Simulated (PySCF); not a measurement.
A calculated (UHF, PySCF 2.14, def2-SVP, no relativity, point nucleus) atom or ion has these occupied shells.

| shell | electrons | orbital energy (eV) | rms radius, mean of both spins (bohr) |
| --- | --- | --- | --- |
| 1s α | 1 | -2502.5 | 0.113 |
| 1s β | 1 | -2502.0 | 0.113 |
| 2s α | 1 | -244.86 | 0.519 |
| 2s β | 1 | -244.37 | 0.519 |
| 2p α | 3 | -182.03 | 0.492 |
| 2p β | 3 | -181.15 | 0.492 |
| 3s α | 1 | -26.578 | 1.86 |
| 3s β | 1 | -20.749 | 1.86 |
| 3p α | 3 | -12.346 | 2.20 |
| 3p β | 1 | -10.007 | 2.20 |

Question: Name the element and its charge.

Answer: S (sulfur, neutral), in [Ne] 3s2 3p4, high-spin 3P determinant.
